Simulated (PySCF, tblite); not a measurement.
Compound: C3H8B3N3.
Cartesian coordinates in Å at the GFN2-xTB level; atoms count from 1:
```xyz
17
C3H8B3N3 angstrom
C      3.3235    0.0192   -0.0390
C      2.1350   -0.1504    0.0361
B      0.6301   -0.3883    0.1419
N      0.1080   -1.7002   -0.0303
B     -1.2701   -2.0003    0.0649
N     -2.1282   -0.9108    0.3499
B     -1.6687    0.4170    0.5308
N     -0.2763    0.6741    0.4238
C      0.2143    2.0348    0.5693
H      4.3625    0.1724   -0.1056
H      0.7595   -2.4450   -0.2260
H     -1.6800   -3.0913   -0.0815
H     -3.1182   -1.0845    0.4292
H     -2.4228    1.2872    0.7688
H      1.2531    2.0323    0.8993
H     -0.3902    2.5804    1.2938
H      0.1614    2.5655   -0.3861
```

Jobs on this species (17 atoms, 62 electrons) with PySCF (density fitting) and tblite. Hardware of each: one thread, Arm Neoverse V1 (aarch64), shared host. Times come from a shared host and carry two figures at best.

Question: Rank these jobs by wall time, shortest first.
A. GFN2-xTB; Hessian by finite differences
B. PBE0/pcSseg-1; shieldings, ring-centre shieldings, charges and field gradients, density and orbital grids written; 193 basis functions
C. PBE0/def2-SVPD; 8 singlets by full TDDFT, 3 Tamm–Dancoff triplets, polarisability, density and orbital grids written; 244 basis functions

Answer: A (0.56 s), B (64 s), C (1.9 min).

All jobs:

```
level and settings                                                                                                  work  basis functions  SCF cycles  wall time
          GFN2-xTB                                                                         Hessian by finite differences                –           –     0.56 s
          GFN2-xTB                                                                                     L-BFGS relaxation                –           –     0.59 s
     PBE0/pcSseg-1    shieldings, ring-centre shieldings, charges and field gradients, density and orbital grids written              193          14       64 s
    PBE0/def2-SVPD  8 singlets by full TDDFT, 3 Tamm–Dancoff triplets, polarisability, density and orbital grids written              244          14    1.9 min
```

Q: What do all jobs in the table cost together?

A: About 3.0 min; the longest takes about 64 % of that, and about 200 times as long as the shortest.
